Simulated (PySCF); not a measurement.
Spin-orbit coupling and the third ionisation energy along the 4p block

Two-component X2C-1e calculated with PySCF 2.14: MP2 on generalised Hartree-Fock spinors (GMP2), with spin-orbit coupling off and on (screened by Boettger's factors); no Breit or QED terms. Values in eV; the references (NIST) lie between the lowest levels. Elements whose determinants are no pure J levels are left out.

| element | configurations | spin-free | with spin-orbit | shift | reference |
| --- | --- | --- | --- | --- | --- |
| Ga (x2c-QZVPPall-2c, [Ne] frozen) | [Ar] 3d10 4s1 → [Ar] 3d10 | 30.691 | 30.691 | 0.000 | 30.726 |
| Ge (x2c-QZVPPall-2c, [Ne] frozen) | [Ar] 3d10 4s2 → [Ar] 3d10 4s1 | 33.919 | 33.920 | 0.000 | 34.058 |
| As (x2c-QZVPPall-2c, [Ne] frozen) | [Ar] 3d10 4s2 4p1 → [Ar] 3d10 4s2 | 27.963 | 28.217 | 0.254 | 28.349 ± 0.012 |
| Kr (x2c-QZVPPall-2c, [Ne] frozen) | [Ar] 3d10 4s2 4p4 → [Ar] 3d10 4s2 4p3 | 35.337 | 35.590 | 0.253 | 35.838 ± 0.02 |

The largest shift is at As, 0.254 eV, where spin-orbit coupling lowers the species with more electrons by more than the one with fewer (starting occupations 4p1/2^1 and closed).

What remains against the references is mostly the basis and correlation beyond MP2.
